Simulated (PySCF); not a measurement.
**Radial density of As (arsenic, neutral)**

UHF, [Ar] 3d10 4s2 4p3, high-spin 4S determinant. All numbers are calculated (PySCF 2.14, a scalar-relativistic core potential, in cc-pVTZ-PP with ECP10MDF (5s4p3d1f, 39 functions)). This is the valence pseudo-density: the core potential removes the inner electrons and smooths the orbitals near the nucleus.

| r (bohr) | 4πr²ρ (e/bohr) | 4πr²(ρα − ρβ) |
| --- | --- | --- |
| 0.000991 | 2.979e-05 | 0.0000 |
| 0.00167 | 8.372e-05 | 0.0000 |
| 0.00280 | 0.0002324 | 0.0000 |
| 0.00471 | 0.0006248 | 0.0000 |
| 0.00793 | 0.001560 | 0.0000 |
| 0.0133 | 0.003459 | 0.0000 |
| 0.0224 | 0.006977 | 0.0000 |
| 0.0377 | 0.01432 | 0.0000 |
| 0.0635 | 0.06476 | -0.0001 |
| 0.107 | 0.5530 | -0.0014 |
| 0.180 | 3.766 | -0.0032 |
| 0.302 | 16.37 | 0.0638 |
| 0.508 | 30.80 | 0.1361 |
| 0.855 | 13.60 | 0.0135 |
| 1.44 | 3.473 | 0.9685 |
| 2.42 | 1.992 | 1.2655 |
| 4.07 | 0.3443 | 0.2845 |
| 6.84 | 0.008432 | 0.0081 |

Energies and moments cover only the electrons outside the core potential.

Where is the radial spin density 4πr²(ρα − ρβ) most negative, and why is it negative at all?

Around r = 0.180 bohr, down to -0.0032 e/bohr: exchange with the open shell polarises the paired shells in an unrestricted calculation.
